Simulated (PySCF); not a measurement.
**Removing an electron from `C[N+]1(C)CCCCC1`**

C7H16N (charge +1).
Geometry (PBE0-D3(BJ)/def2-SVP, Å), atoms numbered from 1 in this order:
```
atom  x, y, z in Å
C1    -1.3633    0.4395   -1.1404
N2    -0.7817   -0.0816    0.1272
C3    -1.8959   -0.4475    1.0424
C4     0.0715    0.9728    0.7966
C5     1.3344    1.2973    0.0246
C6     2.1629    0.0473   -0.2420
C7     1.3173   -1.0217   -0.9222
C8     0.0551   -1.3136   -0.1364
H9    -1.9800    1.3176   -0.9128
H10   -1.9843   -0.3433   -1.5931
H11   -0.5660    0.7216   -1.8339
H12   -1.4800   -0.8348    1.9803
H13   -2.5022    0.4440    1.2457
H14   -2.5152   -1.2174    0.5654
H15    0.3193    0.5665    1.7888
H16   -0.5709    1.8530    0.9419
H17    1.9000    2.0259    0.6250
H18    1.0925    1.8166   -0.9170
H19    3.0390    0.2925   -0.8587
H20    2.5544   -0.3455    0.7122
H21    1.0734   -0.7309   -1.9570
H22    1.8703   -1.9695   -1.0057
H23   -0.5992   -2.0362   -0.6446
H24    0.3036   -1.7200    0.8555
```

Level: CAM-B3LYP/def2-SVPD (PySCF). Frontier orbitals with their largest atomic shares (Löwdin; up to four atoms above 4 %):

| orbital | ε (eV) | main atoms |
| --- | --- | --- |
| HOMO−3 | -15.97 | C7 16 %, C5 16 %, C8 11 %, C4 11 % |
| HOMO−2 | -15.05 | C6 25 %, H19 14 %, C5 12 %, C7 12 % |
| HOMO−1 | -14.98 | C6 20 %, C7 20 %, C5 20 %, H17 8 % |
| HOMO | -14.83 | ? |
| LUMO | -2.72 | C3 13 %, C1 10 %, C8 7 %, C4 7 % |
| LUMO+1 | -2.02 | H11 11 %, H18 10 %, H21 10 %, C1 9 % |
| LUMO+2 | -1.78 | C6 10 %, C3 9 %, H13 8 %, H14 8 % |

What vertical ionisation energy does ΔSCF give, and how far is −ε(HOMO) from it?

ΔSCF: 15.70 eV (1515 kJ/mol; threshold wavelength 79.0 nm); ⟨S²⟩ of the doublet left behind is 0.754, against 0.75 for a pure doublet. −ε(HOMO) is 14.83 eV, 0.87 eV below it. In exact Kohn–Sham theory the two would be equal; CAM-B3LYP (range-separated hybrid) falls short of its own ΔSCF value by 6 %. Holes in the HOMO−1 and HOMO−2 were tried too where these lie within 1.2 eV of the HOMO; the lowest converged state counts.

On which atoms does the HOMO lie?

C6 (ring CH2 carbon) 24 %, H20 (methylene hydrogen) 15 %, C5 (ring CH2 carbon) 14 %, C7 (ring CH2 carbon) 14 %, so no atom holds as much as 40 %. The HOMO−1 lies 0.15 eV lower.

And the vertical electron affinity, the fundamental gap, Mulliken's electronegativity and the hardness (with the factor ½)?

EA = 2.10 eV by ΔSCF (−ε(LUMO) = 2.72 eV). IE − EA = 13.60 eV against an orbital gap of 12.11 eV; (IE + EA)/2 = 8.90 eV; (IE − EA)/2 = 6.80 eV. Parr's electrophilicity index (IE + EA)²/[8(IE − EA)] is 2.91 eV.

The lowest singlet excitation (vertical TDDFT, same level) lies at 9.43 eV. How far is it below IE − EA?

IE − EA = 13.60 eV, so by 4.17 eV.

Shift the occupied levels rigidly so that −ε(HOMO) equals the ΔSCF value. What binding energies result?

The shift is +0.87 eV: HOMO 15.70, HOMO−1 15.85, HOMO−2 15.92, HOMO−3 16.84 eV. A rigid shift is only a rough guide to the deeper ionisations.

What kinetic energy would electrons from this vertical process carry with 118.2 nm light (10.49 eV)?

The photon is 5.21 eV short of the vertical value.

What total energies stand behind the ΔSCF value?

E(N) = -330.49006 Eh and E(N − 1) = -329.91318 Eh at the same geometry, 0.57688 Eh apart. With one more electron, E(N + 1) = -330.56741 Eh.

The structure is a single PBE0-D3(BJ)/def2-SVP conformer in the gas phase; no vibrational or solvent corrections.

The run behind these numbers computed excited states and ΔSCF ions as well. Time: 11 min wall. Hardware: one thread, Arm Neoverse V1, no GPU (shared host).
